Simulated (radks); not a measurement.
Species: Ir I. Configuration: [Xe] 4f14 5d7 6s1 7s1 (not the ground configuration). Calculated with a radial shooting solver on a logarithmic mesh with Libxc functionals: Dirac Kohn-Sham, BLYP, spin-unpolarised, spherical densities, finite nucleus; open shells fill j = l - 1/2 first; Fermi nuclear charge, rms radius 5.4032 fm.

Unscreened Slater integrals over Kohn-Sham orbitals (cm^-1). Large and small components are both included.

integral          value
F0(7s1/2,7s1/2)   24023
F0(7s1/2,6s1/2)   30389
G0(7s1/2,6s1/2)  1259.8
F0(7s1/2,5d5/2)   31332
G2(7s1/2,5d5/2)  1296.4
F0(7s1/2,5d3/2)   31392
G2(7s1/2,5d3/2)  1239.4
F0(6s1/2,6s1/2)   72141
F0(6s1/2,5d5/2)   84451
G2(6s1/2,5d5/2)   22851
F0(6s1/2,5d3/2)   85191
G2(6s1/2,5d3/2)   21158
F0(5d5/2,5d5/2)  116430
F2(5d5/2,5d5/2)   59175
F4(5d5/2,5d5/2)   38718
F0(5d5/2,5d3/2)  118730
F2(5d5/2,5d3/2)   60381
G2(5d5/2,5d3/2)   60304
G4(5d5/2,5d3/2)   39502
F0(5d3/2,5d3/2)  121170
F2(5d3/2,5d3/2)   61780
